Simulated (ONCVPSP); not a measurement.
## lithium: excitation energies, all-electron against ONCV

```
Element                 : lithium
Generator               : ONCVPSP 4.0.1
Type                    : optimised norm-conserving Vanderbilt (ONCV)
Functional              : PBE
Relativity              : scalar-relativistic
Frozen core             : none
Valence charge          : 3
Reference configuration : 1s2 2s0.5 (charge +0.5)
Partial waves           : 1s+2s: rc 1.10 bohr, ncon 5, nbas 9, qcut 11.1 1/bohr, 2 projectors; p scattering state at 0.44 Ha: rc 1.10 bohr, ncon 4, nbas 9, qcut 11.7 1/bohr, 2 projectors, debl 1 Ha
Local potential         : polynomial inside 0.95 bohr (lpopt 5, dvloc0 3 Ha)
Core correction         : none
```

Energies are relative to the spin-unpolarised reference configuration 1s2 2s0.5; without spin polarisation the order of configurations can differ from experiment.

```
valence configuration  charge  ΔE all-electron (eV)  error AE − PS (meV)
              1s2 2s1       0                -2.049                  0.0
          1s2 2s0 2p1       0                -0.262                 +0.1
              1s1 2s1      +1                66.358                 +615
```

(1) What are ΔE and the potential's error for 1s2 2s0?

Answers

(1) ΔE = 3.248 eV all-electron; the error (AE − PS) is +0.1 meV.
